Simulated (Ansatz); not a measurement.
`BN[SiH2]C=C` → `BNC=C` + `[SiH2]` at 600 K and 1 bar (silylene formation by 1,1-elimination).

Calculated with Ansatz (gas phase, PBE0-D4/def2-TZVP geometries, no zero-point term in ΔE). CCSD(T)/CBS is the MP2 limit (def2-TZVPP, def2-QZVPP) plus CCSD(T) − MP2 in def2-TZVPP, frozen cores. This one scheme is used for every species. One conformer a species, not always the lowest.

| species | CCSD(T)/CBS energy (Eh) | H − E (kJ/mol) | S (J/(mol·K)) |
| --- | --- | --- | --- |
| `BN[SiH2]C=C` | -449.53065 | 326.8 | 454.3 |
| `BNC=C` | -159.21916 | 262.3 | 357.3 |
| `[SiH2]` | -290.19011 | 52.1 | 233.9 |

H − E and S are ideal-gas, rigid-rotor, harmonic terms from PBE0-D4/def2-TZVP, for one conformer and one mirror image of each species. 1 Eh = 2625.50 kJ/mol, R = 8.31446 J/(mol·K).

Question: By hand: ΔE, ΔH, ΔS and ΔG.

Answer: ΔE = (-159.21916) + (-290.19011) − (-449.53065) = 0.12138 Eh = 318.7 kJ/mol. Δ(H − E) = 262.3 + 52.1 − 326.8 = -12.4, so ΔH = 306.3 kJ/mol. ΔS = 357.3 + 233.9 − 454.3 = 136.9 J/(mol·K). ΔG = 306.3 − 600 × (136.9)/1000 = 224.2 kJ/mol.

Question: By hand: the equilibrium constant, and the temperature at which ΔG would vanish if ΔH and ΔS stayed fixed.

Answer: log₁₀ K = −ΔG/(RT ln 10) = -19.5. ΔG = 0 at ΔH/ΔS = 2237 K.

The number of gas molecules changes by +1, which sets the sign of ΔS. A doubt of 5 kJ/mol in ΔE shifts log₁₀ K by 0.4 here. Other conformers and mirror images would add mixing entropy, several J/(mol·K) or more a flexible species. Modes under 60 cm⁻¹, often nearly free rotors, make the harmonic entropy too high. These are equilibria of isolated gas molecules and say nothing of rates. Largest T1 diagnostic: 0.014 (customary marks: 0.02 for closed shells, 0.045 for open ones).
